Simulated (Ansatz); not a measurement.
Total energies of BHOZn.

```xyz
4

B     0.313   -0.317   -0.762
O     0.698   -1.312   -0.216
Zn   -0.959    0.983    2.301
H    -0.053    0.646   -1.322
```

The species carries charge 0 and has multiplicity 1. For Zn the d shell is correlated and the shells below it are frozen. Scalar relativity is left out up to krypton. The bonds changed during the relaxation, so this is another structure than the one it started from. All single points use the PBE0-D4/def2-TZVP geometry. Basis def2-TZVPP, the Gaussian-basis code of Ansatz.

RPA on PBE orbitals: Hartree–Fock energy of these orbitals -1877.96078 Eh, correlation -1.13368 Eh (frozen core).

```csv
functional,energy without D4 (Eh),D4 term (kJ/mol)
LDA (SPW92),-1876.42189,–
LC-ωPBE,-1879.82598,–
```

(1) Give the same for PBE, revPBE, BLYP, r2SCAN, B97M-V, PBE0, B3LYP, r2SCANh, r2SCAN0, HSE06 (plane-wave form), BHLYP, CAM-B3LYP, ωB97X-V, ωB97M-V, B2PLYP, PBE-QIDH. (An estimate is asked.)

B3LYP takes the VWN-RPA correlation (the form of Gaussian; ORCA's B3LYP/G). HSE06 is the plane-wave form, built on full-range PBE exchange. The double hybrids freeze the cores in their second-order part.

Results:

(1) The calculation gave: 
| functional | energy without D4 (Eh) | D4 term (kJ/mol) |
| --- | --- | --- |
| PBE | -1879.75950 | -6.1 |
| revPBE | -1880.00053 | -16.0 |
| BLYP | -1880.22938 | -12.9 |
| r2SCAN | -1880.06817 | -1.5 |
| B97M-V | -1879.77658 | – |
| PBE0 | -1879.77359 | -5.3 |
| B3LYP | -1880.21050 | -9.8 |
| r2SCANh | -1880.04592 | -1.7 |
| r2SCAN0 | -1880.01394 | -1.9 |
| HSE06 (plane-wave form) | -1879.76701 | -5.0 |
| BHLYP | -1880.05766 | -8.0 |
| CAM-B3LYP | -1880.21890 | -5.6 |
| ωB97X-V | -1879.93534 | – |
| ωB97M-V | -1880.01739 | – |
| B2PLYP | -1879.79962 | – |
| PBE-QIDH | -1879.50651 | – |

LC-ωPBE has ω = 0.4 bohr⁻¹.
